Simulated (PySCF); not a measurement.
# Dipole moment and polarisability across levels of theory

Compound: CH9BNP.
SMILES: `C[B@@H-]([NH3+])P`

PySCF, dipoles from the SCF density, polarisabilities from static response with core orbitals frozen. One conformer (not necessarily the lowest) at the PBE0-D3(BJ)/def2-SVP geometry, without solvent, vibrations or thermal averaging.

The anisotropy is √(½[(α1 − α2)² + (α2 − α3)² + (α3 − α1)²]).

```csv
level,μ (D),α (Å³),anisotropy (Å³)
LDA/def2-SVPD,5.051,11.21,2.33
PBE/def2-SVPD,5.070,11.00,2.33
B3LYP/def2-SVPD,5.153,10.65,2.15
PBE0/def2-SVPD,5.153,10.54,2.14
BHandHLYP/def2-SVPD,5.221,10.23,1.98
CAM-B3LYP/def2-SVPD,5.187,10.42,2.00
wB97X-D/def2-SVPD,5.225,10.42,2.01
LC-wPBE/def2-SVPD,5.226,10.12,1.91
HF/def2-SVPD,5.334,9.84,1.79
PBE0/6-31G*,5.378,8.36,2.15
PBE0/6-31+G*,5.288,9.78,2.26
PBE0/def2-SVP,5.354,8.62,1.84
PBE0/aug-cc-pVDZ,5.116,10.94,2.34
PBE0/def2-TZVP,5.207,10.00,2.29
PBE0/def2-TZVPD,5.129,10.86,2.31
```

The dipole runs from 5.05 D (LDA/def2-SVPD) to 5.38 D (PBE0/6-31G*). No reference polarisability is at hand; against PBE0 in the largest diffuse basis at hand (def2-TZVPD) the other PBE0 rows deviate by 6-31G* -23%, 6-31+G* -10%, def2-SVP -21%, def2-SVPD -3%, aug-cc-pVDZ +1%, def2-TZVP -8%. In one basis (def2-SVPD) the functionals order the polarisability from HF (lowest) to LDA (highest), a spread of 14%. With PBE0 the polarisability is 8.99 Å³ without diffuse functions (mean of 6-31G*, def2-SVP and def2-TZVP) and 10.53 Å³ with them (mean of 6-31+G*, def2-SVPD, aug-cc-pVDZ and def2-TZVPD).

Without π bonds the low states are Rydberg-like; a valence basis with one diffuse set may place them up to an eV too high.
